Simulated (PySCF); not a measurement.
C₂H₆In, SMILES [CH3][In][CH3], multiplicity 2. Geometry optimised at PBE-D3(BJ)/def2-SVP. The multiplicity is an assumed one; other spin states were not compared. The isomer is the one that the SMILES or the coordinates give; other isomers of the formula were not compared. The def2 effective core potentials stand for the cores of In; spin–orbit coupling is left out.

Computed equilibrium geometry at PBE-D3(BJ)/def2-SVP (PySCF confirms it by a frequency run) as Cartesian coordinates in Å, and its point group:
point group C2v.
```xyz
9

In     0.0000     0.0000     0.3362
C      1.9068     0.0000    -0.8446
H      1.9111    -0.9036    -1.4885
H      2.7983     0.0000    -0.1911
H      1.9111     0.9036    -1.4885
C     -1.9068     0.0000    -0.8446
H     -1.9111    -0.9036    -1.4885
H     -1.9111     0.9036    -1.4885
H     -2.7983     0.0000    -0.1911
```
Charge 0, spin multiplicity 2.
